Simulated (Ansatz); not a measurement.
Total energies of BClH₄S₂Si.

Cartesian coordinates in Å:
```
Si -0.157 0.814 -0.948
B 0.514 0.069 0.794
Cl 2.160 0.486 1.361
S -0.778 -0.430 2.072
S 0.106 -1.918 0.971
H -1.397 0.083 -1.351
H 0.833 0.674 -2.052
H -0.496 2.256 -0.805
H -0.785 -2.033 -0.042
```

Total charge 0; spin multiplicity 1. The bonds changed during the relaxation, so this is another structure than the one it started from. Geometry: relaxed with PBE0-D4/def2-TZVP. It is one conformer, not always the lowest. Basis def2-TZVPP, the Gaussian-basis code of Ansatz.

RPA on PBE orbitals: Hartree–Fock energy of these orbitals -1570.52414 Eh, correlation -1.34448 Eh (frozen core).

```tsv
functional	energy without D4 (Eh)	D4 term (kJ/mol)
LDA (SPW92)	-1567.75261	–
PBE	-1572.71305	-33.3
revPBE	-1573.13841	-87.4
BLYP	-1573.39802	-72.2
B97M-V	-1573.05235	–
B3LYP	-1573.50296	-54.9
r2SCANh	-1573.29967	-8.3
r2SCAN0	-1573.28942	-9.3
HSE06 (plane-wave form)	-1572.81780	-26.9
BHLYP	-1573.40644	-46.6
CAM-B3LYP	-1573.44576	-29.6
ωB97X-V	-1573.19302	–
ωB97M-V	-1573.32884	–
PBE-QIDH	-1572.50423	–
```

Question: Give the same for r2SCAN, PBE0, LC-ωPBE, B2PLYP. (An estimate is asked.)

Answer: Ansatz gave: 
| functional | energy without D4 (Eh) | D4 term (kJ/mol) |
| --- | --- | --- |
| r2SCAN | -1573.30738 | -7.6 |
| PBE0 | -1572.84872 | -28.5 |
| LC-ωPBE | -1572.96345 | – |
| B2PLYP | -1572.89734 | – |

B3LYP takes the VWN-RPA correlation (the form of Gaussian; ORCA's B3LYP/G). HSE06 is the plane-wave form, built on full-range PBE exchange. The double hybrids freeze the cores in their second-order part.

LC-ωPBE has ω = 0.4 bohr⁻¹.
